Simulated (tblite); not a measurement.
C₆H₁₂O₂Si₂.
Bonds: C1–C2, C2–Si3, Si3–C4, C4–C5 (triple), C5–Si6, Si6–C7, C7–O8 (double), C7–O9, O9–C10. Hydrogens: H11, H12, H13 on C1; H14, H15 on C2; H16, H17 on Si3; H18, H19 on Si6; H20, H21, H22 on C10.

Structure optimised with GFN2-xTB, isolated species.

(1) What internal coordinates does the optimisation give?

## Answers

(1) 
```
                     bond  length (Å)
                    C1–C2       1.525
                   C2–Si3       1.905
                   Si3–C4       1.855
                    C4≡C5       1.212
                   C5–Si6       1.847
                   Si6–C7       1.921
                    C7=O8       1.206
                    C7–O9       1.339
                   O9–C10       1.423
   C1–H11, C1–H12, C1–H13       1.089
           C2–H14, C2–H15       1.092
         Si3–H16, Si3–H17       1.468
         Si6–H18, Si6–H19       1.464
C10–H20, C10–H21, C10–H22       1.090
```

Bonds in one row agree within 0.01 Å and their mean is given. A selection of angles:
```
    angle  degrees
C1–C2–Si3    112.7
C2–Si3–C4    106.5
Si3–C4–C5    177.0
C4–C5–Si6    178.7
C5–Si6–C7    105.0
Si6–C7–O8    126.5
Si6–C7–O9    110.1
 O8–C7–O9    123.4
C7–O9–C10    117.6
```

Dihedral angles: C1–C2–Si3–C4 60° (synclinal); C5–Si6–C7–O8 89° (synclinal); Si6–C7–O9–C10 178° (antiperiplanar). The mirror-image conformer, all signs reversed, is as good.

The C–Si distances run from 1.847 Å (C5–Si6, drawn single) to 1.921 Å (Si6–C7, drawn single), a spread of 0.074 Å. The 2 C–C bonds span 1.212 Å (C4≡C5, drawn triple) to 1.525 Å (C1–C2, drawn single), a spread of 0.313 Å. The C–O distances run from 1.206 Å (C7=O8, drawn double) to 1.423 Å (O9–C10, drawn single), a spread of 0.217 Å. Of the pairs four or more bonds apart, O8···H22 is among the closest relative to their van der Waals radii: 2.43 Å, 89 % of the sum of Bondi's values. Si3 (SiH2 silicon) is tetrahedral (angles from 106.5° to 111.3°). Si6 (SiH2 silicon) is distorted tetrahedral (angles from 105.0° to 114.2°).

Point group: C1 (no symmetry element, even within 0.4 Å). Its lowest GFN2-xTB frequency is 6i cm⁻¹, too small to tell a flat minimum from a shallow saddle. The numbers are those of one conformer. 3 starts were optimised and ended at 0.00, 0.47 and 1.24 kcal/mol (GFN2-xTB); the lowest of these is shown.

Time: 2.6 s. Hardware: an Arm Neoverse N1 with one thread, shared host with 64 logical CPUs at a one-minute load of 58. That covers the optimisation of the geometry.

These are computed values.
